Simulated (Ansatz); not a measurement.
A structure relaxed at r2SCAN-D4/def2-SVP in Ansatz, charge 0, singlet:

```xyz
26

C     0.4303    1.6757   -3.9056
C     0.1913    2.0586   -2.4613
C     1.3100    2.8805   -1.8475
O     0.0671    0.7988   -1.7320
C    -0.6084    0.8387   -0.5890
O    -1.1281    1.8066   -0.0932
C    -0.6570   -0.5712    0.0220
O    -0.3398   -1.5810   -0.5445
O    -1.1424   -0.4899    1.2755
C    -1.2266   -1.7087    1.9997
C    -0.0213   -1.8213    2.9128
F     1.1240   -1.7241    2.1895
F    -0.0175   -0.8132    3.8222
C     0.0292   -3.1369    3.6893
F     0.0874   -4.1656    2.8154
F    -1.1083   -3.2536    4.4152
H     1.3676    1.1065   -4.0041
H     0.5046    2.5813   -4.5261
H    -0.3938    1.0563   -4.2883
H    -0.7681    2.5898   -2.3430
H     1.0853    3.1282   -0.8003
H     2.2619    2.3283   -1.8929
H     1.4288    3.8232   -2.4037
H    -1.2450   -2.5699    1.3154
H    -2.1369   -1.6722    2.6130
H     0.9055   -3.1654    4.3617
```

Problem. Give its formula, name or SMILES.

Solution. `CC(C)OC(=O)C(=O)OCC(F)(F)C(F)F`.

Problem. Summarise the bond lengths by kind (pairs closer than 1.2 times the sum of covalent radii, bridged metal pairs left out).

Solution. 6 × C–O 1.20 to 1.46 Å; 5 × C–C 1.51 to 1.54 Å; 4 × C–F 1.35 to 1.36 Å; 10 × C–H 1.10 Å.
